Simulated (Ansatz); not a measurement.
Reaction (formal exchange of groups at the Si–Te bond): `OB(O)[Te][SiH3]` + `CC(=O)OC(C)C` → `CC(=O)O[SiH3]` + `CC(C)[Te]B(O)O`

Computed with Ansatz on PBE0-D4/def2-TZVP structures; ΔE is electronic, products minus reactants. CCSD(T)/CBS is the MP2 limit (def2-TZVPP, def2-QZVPP) plus CCSD(T) − MP2 in def2-TZVPP, frozen cores. DFT in def2-TZVPP. def2 core potentials past Kr. For Te outer-core shells are correlated without core-valence functions, which leaves a few kJ/mol of doubt a bond. One conformer a species, not always the lowest.

| species | ωB97M-V energy (Eh) |
| --- | --- |
| `OB(O)[Te][SiH3]` | -735.93988 |
| `CC(=O)OC(C)C` | -347.01689 |
| `CC(=O)O[SiH3]` | -519.81431 |
| `CC(C)[Te]B(O)O` | -563.15873 |

Problem. Work out ΔE.

Solution. ΔE = (-519.81431) + (-563.15873) − (-735.93988) − (-347.01689) = -0.01627 Eh = -42.7 kJ/mol. CCSD(T)/CBS gives -51.7 kJ/mol.

Largest T1 diagnostic among the species: 0.014.

In def2-TZVPP, CCSD(T) changes the Hartree–Fock value by −7.5 kJ/mol (the triples alone add −0.3 kJ/mol) and MP2 by −15.7 kJ/mol. The D4 term adds −4.3 kJ/mol with B3LYP and −2.0 kJ/mol with PBE0; it sums over pairs of atoms, weighted by their polarisabilities, and B3LYP, whose exchange is more repulsive, gets the larger term. Leaving LDA and LC-ωPBE aside and taking each functional with its dispersion term where it has one, the values, not all of them listed here, spread over 15.9 kJ/mol, from B2PLYP to PBE-D4. LDA lies +5.6 kJ/mol from PBE without D4.

B3LYP here is the variant with VWN-RPA as its local correlation; programs differ in this.
